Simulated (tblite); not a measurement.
Run record: tight-binding relaxation, `[SiH3]C[C@@H](Cl)[C@H](Cl)[C@@H]1C[SiH2]1`.

Computed with GFN2-xTB geometry optimisation, gas phase (tblite 0.8.0). Start geometry: from a force field or distance geometry. A driver script takes a list of jobs; this job's settings line and coordinates (Å) are shown.

Command:
```bash
OMP_NUM_THREADS=1 python probes_run.py task.json out
```

Input:
```
{"job": {"kind": "relax", "xc": "GFN2-xTB", "basis": "xTB"}, "charge": 0, "multiplicity": 1}
Si     2.839900     1.043600    -0.258000
C      2.222200    -0.671300     0.128200
C      0.772100    -0.989000    -0.222200
Cl     0.540400    -2.771400    -0.142600
C     -0.306300    -0.234100     0.628600
Cl    -0.207400    -0.640900     2.364900
C     -1.711900    -0.493200     0.144500
C     -2.204400     0.145100    -1.106700
Si    -3.027300     0.733400     0.488200
H      2.043200     2.037000     0.523900
H      2.619500     1.321100    -1.701300
H      4.267100     1.181200     0.075000
H      2.877000    -1.356400    -0.410000
H      2.417000    -0.884000     1.195100
H      0.595200    -0.735800    -1.280900
H     -0.101600     0.842800     0.575800
H     -2.016300    -1.517500     0.337300
H     -1.634400     0.908100    -1.597800
H     -2.878100    -0.419400    -1.744100
H     -4.451600     0.347900     0.389800
H     -2.663400     2.169600     0.632600
```

Question: Estimate the output.

Answer: 
```
step      E/eV     max force
  0    -797.88186    2.541
  1    -798.04169    0.934
  2    -798.10953    0.544
  3    -798.16649    0.555
  4    -798.21050    0.729
  5    -798.26315    0.846
  6    -798.29967    0.607
  7    -798.32869    0.416
  8    -798.34783    0.358
  9    -798.36130    0.317
... (75 lines left out)
 85    -798.42286    0.023
 86    -798.42294    0.019
 87    -798.42303    0.024
 88    -798.42309    0.021
 89    -798.42314    0.013
 90    -798.42316    0.013
 91    -798.42320    0.016
 92    -798.42324    0.019
 93    -798.42327    0.013
 94    -798.42328    0.007
```

«max force» is the largest atomic force in eV/Å.

Question: From which step on does the largest force stay under 0.1 eV/Å, and how much energy is left to gain from there?

Answer: From step 16 (0.083 eV/Å), 23.6 meV above the end.

In short: energy lowered by 12.5 kcal/mol over 94 steps; largest atomic force 0.007 eV/Å at the end.

Question: Give the final coordinates.

Answer: 0.225 Å rms from the input after alignment:
```
atom  x, y, z in Å
Si1    2.7394    1.0621   -0.2353
C2     2.1938   -0.7141    0.1903
C3     0.7648   -1.0298   -0.1967
Cl4    0.4334   -2.7710    0.1273
C5    -0.2825   -0.1771    0.5108
Cl6   -0.1314   -0.3911    2.2881
C7    -1.6883   -0.4676    0.0793
C8    -2.1767    0.2577   -1.1868
Si9   -3.0873    0.7673    0.3813
H10    2.1996    2.0200    0.7295
H11    2.2500    1.3982   -1.5760
H12    4.1996    1.1008   -0.2072
H13    2.8490   -1.4198   -0.3239
H14    2.3191   -0.8938    1.2592
H15    0.6198   -0.9093   -1.2748
H16   -0.0436    0.8746    0.3254
H17   -1.9135   -1.5278    0.1110
H18   -1.4625    0.9325   -1.6402
H19   -2.6503   -0.3683   -1.9299
H20   -4.4135    0.2322    0.6151
H21   -2.7278    2.0412    0.9738
```

The run took 2.0 s on an Arm Neoverse N1 with one thread, shared host with 64 logical CPUs at a one-minute load of 59.
Labels such as C1 count atoms from 1, the log's own numbers from 0.
